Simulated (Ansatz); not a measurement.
Basis-set extrapolation for `C=NB(N)O` (PBE0-D4/def2-TZVP geometry, frozen core, Ansatz 0.2.0). Multiplicity 1, RHF reference.

```csv
,def2-TZVPP,def2-QZVPP
HF,-249.435727,-249.447680
MP2 correlation,-0.903923,-0.969643
CCSD(T) correlation,-0.967022,not run
```

Energies in hartree. Use E(X) = E(∞) + A·exp(−7.88·√X) for Hartree–Fock and E(X) = E(∞) + B·X^(−2.97) for correlation, with X = 3 and 4, and add CCSD(T) minus MP2 of the smaller set to the MP2 limit.

Task: What is the CCSD(T) energy at the basis-set limit?

Result: HF limit: -249.447680 + (-0.011953) × 0.13774 = -249.44933. MP2 limit: -0.969643 + (-0.065720) × 0.74074 = -1.01832. Higher-order term: -0.967022 − (-0.903923) = -0.06310. Total: -250.53075 hartree, 80.3 kcal/mol below CCSD(T)/def2-TZVPP.
